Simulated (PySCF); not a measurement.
## Two-component Hartree-Fock for Cl (chlorine, neutral)

Start: [Ne] 3s1 3p6; 3s1/2 filled at m_j = +1/2. Calculated with PySCF 2.14 in x2c-TZVPall-2c (5s6p2d1f, 40 functions): generalised Hartree-Fock with the X2C-1e Hamiltonian and a Gaussian nucleus; one run each with spin-orbit coupling (SO) switched off, then screened by Boettger's factors. This is a chosen level, not necessarily the ground level.

```
spinor shell  electrons  ε, spin-free (eV)  ε, screened SO (eV)  weight of nominal j (screened SO)  rms radius, screened SO (bohr)
       1s1/2          2            -2866.1              -2866.1                              1.000                           0.105
       2s1/2          2            -292.07              -292.07                              1.000                           0.479
       2p1/2          2            -221.73              -222.99                              0.963                           0.449
       2p3/2          4            -221.73              -221.10                              0.982                           0.451
       3s1/2          1            -32.585              -32.585                              1.000                            1.64
       3p1/2          2            -13.655              -13.706                              0.666                            2.01
       3p3/2          4            -13.655              -13.630                              0.833                            2.01
```

| quantity | spin-free | screened SO |
| --- | --- | --- |
| E (hartree) | -460.31508 | -460.31612 |
| M_J | 1/2 | 1/2 |
| ⟨J²⟩ | 0.773 | 0.773 |
| ⟨L²⟩ | 0.000 | 0.000 |
| ⟨S²⟩ | 0.773 | 0.774 |

Each row is a mean over spinors that exchange with the open shell spreads, by up to 3.850 eV (3p3/2).

Rows whose weight is well below 1 are mixtures of j = l ± 1/2: exchange outweighs spin-orbit coupling there, and the label is only the starting occupation.

Without spin-orbit coupling the j labels of p, d and f shells carry no meaning; the spin-free column gives the mean over the occupied spinors of each nl shell.
